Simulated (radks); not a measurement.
Values are calculated unless marked as measured or tabulated.
Si9+, 5 electrons, occupied as [He] 2s2 2p1. Code: a radial shooting solver on a logarithmic mesh with Libxc functionals. Model: Dirac Kohn-Sham, BLYP, spin-unpolarised, spherical densities, finite nucleus; open shells fill j = l - 1/2 first; Fermi nuclear charge, rms radius 3.1224 fm.

Radial electron density D(r) = 4 pi r^2 rho(r):

| r (bohr) | D(r) (e/bohr) |
|---|---|
| 0.004485 | 0.4174 |
| 0.005566 | 0.6223 |
| 0.006963 | 0.9344 |
| 0.008711 | 1.389 |
| 0.01081 | 2.013 |
| 0.01353 | 2.912 |
| 0.01692 | 4.134 |
| 0.021 | 5.665 |
| 0.02628 | 7.630 |
| 0.03287 | 9.901 |
| 0.04113 | 12.27 |
| 0.05104 | 14.28 |
| 0.06386 | 15.58 |
| 0.07989 | 15.56 |
| 0.09915 | 14.04 |
| 0.124 | 11.17 |
| 0.1552 | 7.968 |
| 0.1926 | 5.749 |
| 0.241 | 5.147 |
| 0.3015 | 5.932 |
| 0.3741 | 6.690 |
| 0.4681 | 6.164 |
| 0.5856 | 4.226 |
| 0.7268 | 2.097 |
| 0.9093 | 0.6690 |
| 1.138 | 0.1290 |
| 1.412 | 0.01480 |
| 1.766 | 0.0007138 |

D(r) has 2 maxima, at r = 0.0714, 0.389 bohr, and minima at 0.232 bohr, inside which lie 2.16 electrons.
